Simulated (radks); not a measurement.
The numbers below are computed, except where a source is named.
Task: Level of theory: scalar-relativistic Kohn-Sham, LDA (Slater exchange, Perdew-Wang correlation), spin-polarised, spherical densities, finite nucleus; open shells are filled with parallel spins first; Fermi nuclear charge, rms radius of each element as measured or else 0.836 A^(1/3) + 0.57 fm (a radial shooting solver on a logarithmic mesh with Libxc functionals). Response by self-consistent Sternheimer equations with the Hartree and adiabatic LDA kernel, the relativistic mass of each level held fixed and spin-orbit coupling left out. For heavy and open-shell atoms this level of theory can miss by tens of per cent. Rank Zn4+, Zn6+, Zn, Zn+, Zn3+, Zn5+, Zn2+ (NIST ground configurations) by static dipole polarisability, largest first.

Result: Zn 36.16, Zn+ 16.03, Zn2+ 2.999, Zn3+ 1.588, Zn4+ 0.9759, Zn5+ 0.6670, Zn6+ 0.4950 bohr^3.
